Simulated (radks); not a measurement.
The thallium ion Tl2+, configuration [Kr] 4d10 4f14 5s2 5p5 5d10 6s1 5f1 (not the ground configuration).

Calculated with a radial shooting solver on a logarithmic mesh with Libxc functionals: Dirac Kohn-Sham, PBE, spin-unpolarised, spherical densities, point nucleus; open shells fill j = l - 1/2 first.

Energy parts (eV):
| part | energy |
|---|---|
| total | -551973.54 |
| kinetic | 639906.27 |
| electron-nucleus | -1392822.51 |
| Hartree | 211305.31 |
| exchange-correlation | -10362.61 |

Orbitals (lengths in bohr, moments of r in powers of bohr; r(90%) holds 90 % of the orbital's charge):
orbital  occ.  eigenvalue (eV)  r(90%)       <r^4>      <r^2>      <r>
1s1/2       2        -85521.94  0.0299   3.753e-07  0.0003686  0.01631
2s1/2       2        -15238.75   0.107  0.00005410   0.005545  0.06805
2p1/2       2        -14626.46  0.0934  0.00003200   0.003911  0.05589
2p3/2       4        -12560.35   0.105  0.00005093   0.005095  0.06468
3s1/2       2        -3659.975   0.261    0.001958    0.03596   0.1770
3p1/2       2        -3384.441   0.252    0.001701    0.03272   0.1674
3p3/2       4        -2925.097   0.275    0.002394    0.03909   0.1835
3d3/2       4        -2471.608   0.248    0.001576    0.02987   0.1595
3d5/2       6        -2373.538   0.254    0.001745    0.03159   0.1644
4s1/2       2        -840.3527   0.562     0.04325     0.1731   0.3914
4p1/2       2        -721.7243   0.571     0.04583     0.1760   0.3931
4p3/2       4        -610.0337   0.619     0.06365     0.2076   0.4274
4d3/2       4        -416.7530   0.646     0.07428     0.2169   0.4332
4d5/2       6        -395.9138   0.662     0.08194     0.2279   0.4443
5s1/2       2        -159.7255    1.24       1.053     0.8557   0.8738
4f5/2       6        -146.3971   0.738      0.1318     0.2583   0.4637
4f7/2       8        -141.7888   0.749      0.1393     0.2655   0.4702
5p1/2       2        -119.6903    1.35       1.435     0.9852   0.9349
5p3/2       3         -99.0591    1.48       2.084      1.184    1.025
5d3/2       4         -43.7061    1.93       5.973      1.900    1.283
5d5/2       6         -41.2479    1.99       6.815      2.026    1.325
6s1/2       1         -30.9210    3.09       39.34      5.180    2.151
5f5/2       1          -6.4174    7.63        1369      28.85    4.986
5f7/2       0          -6.4056    7.65        1385      29.05    5.006

The highest occupied level is 5f5/2 at -6.417 eV. The density falls to 0.001 e/bohr^3 at r = 4.25 bohr. Summed over all electrons, <r^2> = 69.10 bohr^2, which gives a Langevin (diamagnetic) susceptibility term of -54.7 x 10^-6 cm^3/mol.
